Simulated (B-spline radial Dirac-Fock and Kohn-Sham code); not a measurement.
## What relativity does to the binding energies of Sr⁶⁺

System: Sr⁶⁺, [Ar] 3d10 4s2 4p2.

Both columns are ΔSCF binding energies of the configuration average from a radial B-spline solver: non-relativistic Hartree-Fock with a point nucleus, and Dirac-Fock with a finite nucleus and the Coulomb interaction alone, averaged over the two j levels with weights 2j+1.

```csv
shell,Hartree-Fock (eV),Dirac-Fock (eV),shift (eV),shift (%)
1s,15922.9,16246.7,+323.80,+2.03
2s,2251.7,2326.5,+74.85,+3.32
2p,2048.1,2067.0,+18.89,+0.92
3s,446.1,459.7,+13.56,+3.04
3p,370.1,373.5,+3.38,+0.91
3d,233.8,231.4,-2.40,-1.03
4s,121.2,123.4,+2.20,+1.81
4p,102.3,102.8,+0.44,+0.43
```

Relativity binds 1s, 2s, 2p, 3s, 3p, 4s, 4p more strongly, among those listed most of all 2s in relative terms, and 3d more weakly, because the contracted s and p shells screen the nucleus better.

Values without a named source are computed, but for edge energies of neutral atoms, which are taken from tables.
